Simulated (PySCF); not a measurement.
F3GeH3OSi, SMILES [SiH3][O][Ge]([F])([F])[F].

The structure is a stationary point at r2SCAN-D4/def2-SVP. The values are those of a single conformer.

Calculation: HF/def2-TZVP in PySCF.

Gas-phase values at a fixed geometry.

Computed frontier levels, gap, dipole moment and polarisability:
The highest occupied level comes out as -13.31 eV. The lowest empty level comes out as 2.18 eV and the orbital gap comes out as 15.49 eV. The dipole moment comes out as 2.35 D. The quadrupole, principal values (traceless, Buckingham form, about the centre of nuclear charge) is -2.74, -2.06, 4.80 D·Å, the mean static polarisability is 45.1 bohr³ (6.69 Å³) and the polarisability, principal values is 42.7, 43.2, 49.4 bohr³.
